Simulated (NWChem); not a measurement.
# BH3Se; SMILES B[SeH]

```xyz
5

B     -0.0057     1.5677     0.0000
H     -1.0929     2.1038     0.0000
H      1.0374     2.1813     0.0000
Se    -0.0396    -0.3399     0.0000
H      1.4306    -0.5657     0.0000
```
Atoms are numbered in this order, from 1.

All runs: NWChem. Pople sets run with spherical d functions. Structure relaxed at the PBE-D3(BJ)/def2-SVP level.

Q: Estimate the computed values for PBE0/6-31G*. Quantities: highest occupied level (eV); orbital gap (eV); dipole (D).

A: 
```json
{
  "highest occupied level (eV)": "-7.81",
  "orbital gap (eV)": "6.61",
  "dipole (D)": "0.77"
}
```
